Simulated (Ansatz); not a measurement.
The same path of BF$_{3}$H$_{2}$O (7 atoms, charge 0, multiplicity 1) was run twice with different band settings. Lost on the way: B1–F2, O5–H7. Made: B1–O5, F2–H7.

Level of theory: RHF/def2-SVP in Ansatz.

Relaxed end points:

```xyz
7
Properties=species:S:1:pos:R:3
B 0.031 0.071 0.072
F -0.049 0.596 1.293
F 1.169 0.217 -0.581
F -1.088 0.039 -0.649
O 0.105 -1.712 0.549
H -0.581 -2.227 0.143
H 0.055 -1.836 1.488
```

```xyz
7
Properties=species:S:1:pos:R:3
B -0.104 -0.306 -0.757
F 0.595 -0.952 2.980
F 0.717 0.702 -0.701
F -0.720 -0.570 -1.881
O -0.306 -1.055 0.338
H -0.915 -1.773 0.233
H 0.376 -0.899 2.102
```

Common settings: climbing image yes; spring 5.0 eV/Å²; optimiser quadratic models (default); start path through a guess of the saddle point; force threshold 0.05 eV/Å; iteration limit 60; end points relaxed.

| run | movable images |
| --- | --- |
| 1 | 5 |
| 2 | 2 |

(1) What does each run give, and how far can it be trusted?

Answers

(1) Run 1: converged after 21 iterations, highest image 1.591 eV above the first end. Neighbouring images differ by up to 1.3 eV, so the band resolves the path poorly. A vibrational analysis at the climbing image gives one clearly imaginary mode, 1605i cm⁻¹: a first-order saddle point.
Run 2: converged after 25 iterations, highest image 1.591 eV above the first end. Neighbouring images differ by up to 1.6 eV, so the band resolves the path poorly. Another band between the same ends (5 images) ends at a top of the same energy, where a vibrational analysis finds 1 clearly imaginary mode. So few images can step over the top or miss a turn of the path.
The orbitals stay closed-shell, which can raise the energy where a bond breaks towards radicals; this wasn't checked here.
